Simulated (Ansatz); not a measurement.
Ideal-gas functions of B₂H₄S₂, SMILES `BSBS` at 600 K and 1 bar, from an Ansatz frequency run at PBE0-D4/def2-TZVP.

Molar mass 89.79 g/mol, point group Cs (symmetry number 1), electronic degeneracy 1, moments of inertia 24.367, 253.808, 278.176 u Å². Harmonic wavenumbers (cm⁻¹, unscaled): 89, 185, 282, 352, 444, 667, 776, 791, 819, 868, 896, 952, 1071, 1195, 2608, 2679, 2715, 2717.

Use S(trans) = R[1.5 ln M + 2.5 ln T − 1.1517]; rotational temperatures θ = 24.2544 K / I; S(rot) = R[ln(√π/σ · √(T³/θAθBθC)) + 1.5]; for each mode x = 1.438777 ν̃/T, S = R[x/(eˣ − 1) − ln(1 − e⁻ˣ)] and H = RT x/(eˣ − 1); 1 cm⁻¹ = 0.0119627 kJ/mol; R = 8.31446 J/(mol·K).

**Question.** By hand: the entropy, in J/(mol·K).

**Answer.** Translation 179.5. Rotation: θ = 0.9954, 0.0956, 0.0872 K, giving 116.9. Vibration, mode by mode: 21.17, 15.14, 11.72, 9.97, 8.18, 5.24, 4.26, 4.14, 3.92, 3.57, 3.39, 3.05, 2.44, 1.93, 0.12, 0.10, 0.09, 0.09, in all 98.5. Electronic 0.0. Sum 394.9 J/(mol·K).

**Question.** By hand: H − E and G − E in kJ/mol, counted from the electronic energy.

**Answer.** Zero-point energy ½ × 20106 × 0.0119627 = 120.3; thermal vibration 31.2; translation, rotation and pV give 4 RT = 20.0. H − E = 171.5 kJ/mol, and G − E = 171.5 − 600 × 394.9/1000 = -65.4 kJ/mol.

Vibration gives 25 % of the entropy, 21.2 J/(mol·K) of it from the mode under 150 cm⁻¹: soft modes count most, and the harmonic formula is weakest for them. The sum counts one conformer and one mirror image; others add a mixing term.
